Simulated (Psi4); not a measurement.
C₃H₉N, charge +1, doublet (typed; the unrestricted solution is spin-contaminated), geometry from GFN2-xTB (a state made from the parent by changing its charge; the spin is typed, not shown lowest), with bond 13-4 at 3.0 times its length; HF/6-31G (Psi4).

The Psi4 input:
```
memory 2 GB

molecule mol {
1 2
  C    -1.877613   -0.029676    0.298866
  C    -0.545275   -0.430394   -0.287759
  N     0.539405    0.313721    0.195587
  C     1.874214    0.141782   -0.208225
  H    -2.110709    1.010665    0.076320
  H    -2.668594   -0.647689   -0.115881
  H    -1.887195   -0.151160    1.381092
  H    -0.356561   -1.507756   -0.113931
  H    -0.572036   -0.364167   -1.392474
  H     0.347059    1.030119    0.889153
  H     2.281861    1.078881   -0.613592
  H     1.966553   -0.648446   -0.951828
  H     3.799047   -0.543862    2.380654
}

set basis 6-31g
set reference uhf
set stability_analysis follow
set scf_type pk

energy('scf')
print_variables()
```

It wrote (shortened):

```
   => Loading Basis Set <=

    Name: 6-31G
    Role: ORBITAL
    Keyword: BASIS

         ---------------------------------------------------------
                                   SCF
               by Justin Turney, Rob Parrish, Andy Simmonett
                          and Daniel G. A. Smith
                              UHF Reference
         ---------------------------------------------------------

  ==> Geometry <==

    Molecular point group: c1
    Full point group: C1

    Geometry (in Angstrom), charge = 1, multiplicity = 2:

       Center              X                  Y                   Z               Mass
    ------------   -----------------  -----------------  -----------------  -----------------
         C           -1.907658971221    -0.026702926309     0.266280102819    12.000000000000
         C           -0.575320971221    -0.427420926309    -0.320344897181    12.000000000000
         N            0.509359028779     0.316694073691     0.163001102819    14.003074004430
         C            1.844168028779     0.144755073691    -0.240810897181    12.000000000000
         H           -2.140754971221     1.013638073691     0.043734102819     1.007825032230
         H           -2.698639971221    -0.644715926309    -0.148466897181     1.007825032230
         H           -1.917240971221    -0.148186926309     1.348506102819     1.007825032230
         H           -0.386606971221    -1.504782926309    -0.146516897181     1.007825032230
         H           -0.602081971221    -0.361193926309    -1.425059897181     1.007825032230
         H            0.317013028779     1.033092073691     0.856567102819     1.007825032230
         H            2.251815028779     1.081854073691    -0.646177897181     1.007825032230
         H            1.936507028779    -0.645472926309    -0.984413897181     1.007825032230
         H            3.769001028779    -0.540888926309     2.348068102819     1.007825032230

  Running in c1 symmetry.

  Rotational constants: A =      0.68264  B =      0.11922  C =      0.11389 [cm^-1]
  Rotational constants: A =  20464.94113  B =   3573.98879  C =   3414.32172 [MHz]
  Nuclear repulsion =  130.207725796606582

  Charge       = 1
  Multiplicity = 2
  Electrons    = 33
  Nalpha       = 17
  Nbeta        = 16

  ==> Algorithm <==

  SCF Algorithm Type is PK.
  DIIS enabled.
  MOM disabled.
  Fractional occupation disabled.
  Guess Type is SAD.
  Energy threshold   = 1.00e-06
  Density threshold  = 1.00e-06
[...]
    Wavefunction unstable!
    Rotating orbitals by 0.5 * pi / 2 radians along unstable eigenvector.
[...]
    Wavefunction stable under totally symmetric rotations.
    Lowest totally symmetric eigenvalue: 0.144707
    Lowest UHF->UHF stability eigenvalues:
       A 0.144707

    Stability analysis over.

  ==> Post-Iterations <==

   @Spin Contamination Metric:   6.778712870E-01
   @S^2 Expected:                7.500000000E-01
   @S^2 Observed:                1.427871287E+00
   @S   Expected:                5.000000000E-01
   @S   Observed:                5.000000000E-01

    Orbital Energies [Eh]
    ---------------------

    Alpha Occupied:

[...]
    Alpha Virtual:

[...]
      54A      1.688425

    Beta Occupied:

[...]
      16A     -0.661531

    Beta Virtual:

[...]
    Final Occupation by Irrep:
              A
    DOCC [    16 ]
    SOCC [     1 ]
    NA   [    17 ]
    NB   [    16 ]

  @UHF Final Energy:  -172.83169576433755

   => Energetics <=

    Nuclear Repulsion Energy =            130.2077257966065815
    One-Electron Energy =                -482.0897385876561430
    Two-Electron Energy =                 179.0503170267119799
    Total Energy =                       -172.8316957643375531

  UHF NO Occupations:
  HONO-2 :   15  A 1.9971187
  HONO-1 :   16  A 1.5839697
  HONO-0 :   17  A 1.0000000
  LUNO+0 :   18  A 0.4160303
  LUNO+1 :   19  A 0.0028813
  LUNO+2 :   20  A 0.0021512
  LUNO+3 :   21  A 0.0013224

Computation Completed

Properties will be evaluated at   0.000000,   0.000000,   0.000000 [a0]

Properties computed using the SCF density matrix

 Multipole Moments:

 ------------------------------------------------------------------------------------
     Multipole            Electronic (a.u.)      Nuclear  (a.u.)        Total (a.u.)
 ------------------------------------------------------------------------------------

 L = 1.  Multiply by 2.5417464519 to convert [e a0] to [Debye]
 Dipole X            :          0.2321790            0.4944525            0.7266315
 Dipole Y            :          1.0424497           -0.6727642            0.3696854
 Dipole Z            :         -1.3841335            1.1678385           -0.2162950
 Magnitude           :                                                    0.8434715

 ------------------------------------------------------------------------------------

  Variable Map:
  ----------------------------------------------------------------------------
[...]
  Array Variable Map:
  ----------------------------------------------------------------------------
[...]
[...]
```
